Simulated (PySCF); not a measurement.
## Exercise with solution: oscillator strength and radiative lifetime

CH₅FO₂Si₂, SMILES F[SiH2][SiH2]OC=O.

Geometry optimised at B3LYP-D3(BJ)/def2-SVP. The structure was generated by enumeration, and PubChem lists no compound with its InChIKey, so it may never have been made. Other conformers were not sampled.

TDA-M06-2X/def2-SVPD (PySCF) puts the first singlet state with f over 0.02 at 6.47 eV (vertical), with the transition dipole (0.047, -0.383, 0.104) in atomic units.

**Question.** Find the oscillator strength, the wavelength and the radiative lifetime that this transition would have in vacuum if emission retraced absorption.

**Answer.** 
|μ|² = 0.1597 au, so |μ| = 1.02 D. ΔE = 6.47/27.211 = 0.2378 hartree. f = (2/3) ΔE |μ|² = 0.025 (the program prints 0.025).
λ = 1239.84/6.47 = 192 nm; ν = 52184 cm⁻¹.
Einstein's coefficient A = 0.6670 ν² f s⁻¹ (ν in cm⁻¹) = 4.6e7 s⁻¹, so τ = 1/A = 22 ns. This state is S2; the lower singlet has f = 0.002. The figure is the radiative limit of this one transition; relaxation, internal conversion, crossing to triplets and a medium change what is measured.
